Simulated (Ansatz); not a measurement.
Cartesian coordinates in Å:
```
N -0.3525 -1.4667 0.6688
B -0.2080 -0.5398 -0.3624
O -0.4941 -0.9444 -1.6435
Si 0.4139 1.3343 0.1142
Cl 0.7085 1.4406 2.1660
H -0.1614 -1.2409 1.6289
H -0.6565 -2.4137 0.5088
H -0.3793 -0.2710 -2.3135
H 1.7022 1.7103 -0.5294
H -0.5729 2.3913 -0.2381
```

The species carries charge 0 and has multiplicity 1.

(1) List the B3LYP/def2-TZVPP orbital energies in eV (the Gaussian-basis code of Ansatz). (Best estimate.)

## Answers

(1) Ansatz gave: Occupied: -2762.25, -1799.48, -520.98, -389.48, -257.00, -196.02, -195.89, -195.89, -184.23, -143.97, -99.35, -99.26, -99.23, -28.09, -23.78, -22.36, -15.79, -14.99, -13.82, -12.83, -11.48, -10.59, -10.43, -10.03, -9.37, -8.50, -7.90, -7.76. Lowest empty: -0.51, -0.22, 0.55, 1.32, 1.50, 1.94, 2.39, 2.85.

B3LYP here is the variant with VWN-RPA as its local correlation; programs differ in this.
